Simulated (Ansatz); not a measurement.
Input for Ansatz (an electronic-structure program): R-PBE0/def2-TZVPPD on HF (SMILES F) with ghost functions, monomers drawn apart or pushed together. Files ending in .json are basis or fitting sets from the Basis Set Exchange.

Ansatz 0.2 input:
```yaml
crystal:
  periodic: [false, false, false]
  atoms:
    - {symbol: F, position_ang: [0.27456604, -0.33096482, 3.70654294]}
    - {symbol: H, position_ang: [0.07820234, -0.33983884, 2.78869262]}
basis:
  gaussian:
    orbitals: def2-TZVPPD.json
    ghost_atoms:
      - {symbol: O, position_ang: [1.10913440, 0.83477917, 0.23364021]}
      - {symbol: B, position_ang: [0.02755447, 0.03404821, 0.15971813]}
      - {symbol: O, position_ang: [-0.45671767, -0.51683024, 1.31371576]}
      - {symbol: F, position_ang: [-0.58259768, -0.23591742, -1.00411102]}
      - {symbol: H, position_ang: [1.39923321, 1.19001917, -0.61204094]}
      - {symbol: H, position_ang: [-1.22973408, -1.07785301, 1.19297458]}
hamiltonian:
  xc: {name: PBE0}
scf: {lower_state_search: off}
```

Output:

```
WARN ansatz: RAYON_NUM_THREADS=1 ignored (pool sized by the plan → 1); use --threads N
Functional definition: PBE0
these checks for a lower state are left out or cut short: stability, starts, cluster_reference, orbital_swaps, neighbouring_geometries, increment
integrals: 0.15 GiB planned
1057 factors; their error is unknown
mean field: 1.25 GiB planned
mean field evaluation 1: about -2730.5167 eV, gradient 3.1e1 eV
mean field evaluation 2: about -2728.6968 eV, gradient 4.9e1 eV
mean field evaluation 4: about -2731.9034 eV, gradient 1.5e-1 eV
mean field evaluation 8: about -2731.9118 eV, gradient 8.2e-3 eV
mean field -2731.91183301 eV, -100.3959081068 hartree, gradient 5.9e-6 eV, S^2 0.000000; 0 other end points of the search recorded, 0 dependent functions left out
reference -2731.91185894 eV, -100.3959090598 hartree; 5, 5 occupied and 243, 243 virtual orbitals, 1057 factors
Total energy: -2731.91185894 eV, -100.3959090598 hartree
Checks for a lower state left out: stability, starts, cluster_reference, orbital_swaps, neighbouring_geometries, increment
```

The calculation finished and met its thresholds.

Cost: roughly 2.8 core-seconds.
